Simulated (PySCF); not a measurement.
Isomers of C3H11NO2Si3, mass 177.010 u with the commonest isotopes. Theory: PBE0/pcSseg-1 in PySCF (dipole) on a GFN2-xTB geometry, gas phase. One conformer each, none proved a minimum here; rigid rotors.

Question: Order these by rotational constant A, largest first.
A. `[CH3:1]/[N:2]=[CH:3]/[C@@H:4]1[SiH2:5][O:6][Si@@H:7]1[O:8][SiH3:9]` with N2–C3–C4–Si5 17°, O6–Si7–O8–Si9 -47°
B. `[CH3:1][CH2:2][O:3][Si@H:4]([OH:5])[SiH2:6][SiH2:7][C:8]#[N:9]` with C1–C2–O3–Si4 131°, C2–O3–Si4–O5 -44°, O3–Si4–O5–H -47°, O3–Si4–Si6–Si7 55°, Si4–Si6–Si7–C8 26°
C. `[CH3:1][NH:2][SiH2:3][C:4](=[O:5])[SiH2:6][C:7](=[O:8])[SiH3:9]` with C1–N2–Si3–C4 -173°, N2–Si3–C4–O5 -147°, Si3–C4–Si6–C7 -140°, C4–Si6–C7–O8 126°
D. `[CH2:1]=[CH:2][Si@@H:3]([CH:4]=[O:5])[N:6]([SiH3:7])[SiH2:8][OH:9]` with C1–C2–Si3–C4 129°, C2–Si3–C4–O5 124°, C2–Si3–N6–Si7 -128°, Si3–N6–Si8–O9 -1°, N6–Si8–O9–H -52°

Answer: C (1833 MHz), D (1181 MHz), A (1136 MHz), B (1077 MHz).

Question: Order these by rotational constant C, smallest first.
A. `[CH3:1][NH:2][SiH2:3][C:4](=[O:5])[SiH2:6][C:7](=[O:8])[SiH3:9]` with C1–N2–Si3–C4 -173°, N2–Si3–C4–O5 -147°, Si3–C4–Si6–C7 -140°, C4–Si6–C7–O8 126°
B. `[CH3:1][CH2:2][O:3][Si@H:4]([OH:5])[SiH2:6][SiH2:7][C:8]#[N:9]` with C1–C2–O3–Si4 131°, C2–O3–Si4–O5 -44°, O3–Si4–O5–H -47°, O3–Si4–Si6–Si7 55°, Si4–Si6–Si7–C8 26°
C. `[CH2:1]=[CH:2][Si@@H:3]([CH:4]=[O:5])[N:6]([SiH3:7])[SiH2:8][OH:9]` with C1–C2–Si3–C4 129°, C2–Si3–C4–O5 124°, C2–Si3–N6–Si7 -128°, Si3–N6–Si8–O9 -1°, N6–Si8–O9–H -52°

Answer: A (438.8 MHz), C (553.0 MHz), B (651.9 MHz).

Question: Order these by radius of gyration √(Σ m r²/M), smallest first.
A. `[CH3:1][NH:2][SiH2:3][C:4](=[O:5])[SiH2:6][C:7](=[O:8])[SiH3:9]` with C1–N2–Si3–C4 -173°, N2–Si3–C4–O5 -147°, Si3–C4–Si6–C7 -140°, C4–Si6–C7–O8 126°
B. `[CH2:1]=[CH:2][Si@@H:3]([CH:4]=[O:5])[N:6]([SiH3:7])[SiH2:8][OH:9]` with C1–C2–Si3–C4 129°, C2–Si3–C4–O5 124°, C2–Si3–N6–Si7 -128°, Si3–N6–Si8–O9 -1°, N6–Si8–O9–H -52°
C. `[CH3:1]/[N:2]=[CH:3]/[C@@H:4]1[SiH2:5][O:6][Si@@H:7]1[O:8][SiH3:9]` with N2–C3–C4–Si5 17°, O6–Si7–O8–Si9 -47°

Answer: C (2.209 Å), B (2.310 Å), A (2.626 Å).

```tsv
SMILES	point group	Ia (u·Å²)	Ib (u·Å²)	Ic (u·Å²)	κ	μa (D)	μb (D)	μc (D)
C=C[Si@@H](C=O)N([SiH3])[SiH2]O	C1	427.82	547.73	913.92	0.18	1.65	2.80	0.54
CCO[Si@H](O)[SiH2][SiH2]C#N	C1	469.17	632.71	775.26	-0.31	0.75	0.43	2.51
CN[SiH2]C(=O)[SiH2]C(=O)[SiH3]	C1	275.74	1013.79	1151.70	-0.91	4.13	0.46	1.11
C/N=C/[C@@H]1[SiH2]O[Si@@H]1O[SiH3]	C1	444.87	507.33	774.84	0.42	1.17	1.79	1.28
```
